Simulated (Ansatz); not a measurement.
Ansatz results at the PBE0-D4/def2-TZVP geometry: LUMO energy (ωB97M-V/def2-TZVPP) 0.42 eV; HOMO energy (PBE0/def2-TZVPP) -7.66 eV; HOMO energy (B3LYP/def2-TZVPP) -7.46 eV.

Each molecule was computed in one conformer, which needn't be the lowest.

**Question.** Which molecule gave them?
A. `C#CNCN`
B. `B[SiH](C)B[SiH3]`
C. `BC[SiH2]S[SiH3]`
D. `BS[SiH2][SiH2]C`

**Answer.** D. The others give `C#CNCN`: 2.11, -6.30, -6.09; `BC[SiH2]S[SiH3]`: 0.74, -7.47, -7.23; `B[SiH](C)B[SiH3]`: -1.23, -7.44, -7.26.

B3LYP here is the variant with VWN-RPA as its local correlation; programs differ in this.
